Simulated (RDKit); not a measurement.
Job for RDKit: UFF on C2H6O (SMILES CCO).

```python
from rdkit import Chem
from rdkit.Chem import AllChem, rdDetermineBonds

blocks = [
'''9

C    -1.36065414    0.48160481    3.72127924
C     0.09426374    0.11886323    3.96995420
O     0.44544634   -1.15231049    3.43495114
H    -1.60590960    1.43892241    4.18769738
H    -2.02071091   -0.28402803    4.13166033
H    -1.56487460    0.56948640    2.65098308
H     0.75355117    0.90082974    3.57122237
H     0.28979953    0.04723549    5.04090263
H     0.34459248   -1.11338291    2.47777074
''',
]
mol = None
for b in blocks:
    f = Chem.MolFromXYZBlock(b)
    rdDetermineBonds.DetermineBonds(f, charge=0)
    mol = f if mol is None else Chem.CombineMols(mol, f)
Chem.SanitizeMol(mol)
print(Chem.MolToSmiles(Chem.RemoveHs(mol)))
ff = AllChem.UFFGetMoleculeForceField(mol, vdwThresh=100.0, ignoreInterfragInteractions=False)
e = ff.CalcEnergy()
print(f'UFF energy {e:.6f} kcal/mol')
```

Program output:

```
CCO
UFF energy 3.704460 kcal/mol
```

The run finished.

Cost: roughly 0.04 core-seconds.
